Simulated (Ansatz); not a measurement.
One change: `O=[CH][GaH][F]` becomes `[NH2][GaH][CH]=O`.

Ansatz, PBE0-D4/def2-TZVP geometries, multiplicity 1. Each molecule was computed in one conformer, which needn't be the lowest.

Scalar relativity is left out up to krypton.

| property | `O=[CH][GaH][F]` |
| --- | --- |
| HOMO energy (B3LYP/def2-TZVPP) / eV | -6.97 |
| LUMO energy (PBE0/def2-TZVPP) / eV | -2.66 |
| ideal-gas entropy at 298 K and 1 bar (rigid rotor, harmonic PBE0-D4/def2-TZVP) / J/(mol·K) | 327 |
| LUMO energy (B3LYP/def2-TZVPP) / eV | -2.95 |
| HOMO–LUMO gap (B3LYP/def2-TZVPP) / eV | 4.02 |
| LUMO energy (ωB97M-V/def2-TZVPP) / eV | -0.65 |

What does the change do to each property? (Estimate.)

Ansatz gave: 
```
                                                                                  property  `[NH2][GaH][CH]=O`  shift
                                                       HOMO energy (B3LYP/def2-TZVPP) / eV               -6.36   0.61
                                                        LUMO energy (PBE0/def2-TZVPP) / eV               -1.96   0.70
ideal-gas entropy at 298 K and 1 bar (rigid rotor, harmonic PBE0-D4/def2-TZVP) / J/(mol·K)                 332      5
                                                       LUMO energy (B3LYP/def2-TZVPP) / eV               -2.22   0.73
                                                     HOMO–LUMO gap (B3LYP/def2-TZVPP) / eV                4.14   0.12
                                                     LUMO energy (ωB97M-V/def2-TZVPP) / eV                0.06   0.71
```

With PBE0 the HOMO rises by 0.60 eV and the LUMO rises by 0.70 eV, so the gap widens by about 0.10 eV. PBE moves the HOMO by 0.61 eV and ωB97M-V by 0.56 eV. The zero-point energy changes by 62.6 kJ/mol with +6 modes. Modes under 60 cm⁻¹, often nearly free rotors, make the harmonic entropy too high.

B3LYP here is the variant with VWN-RPA as its local correlation; programs differ in this.
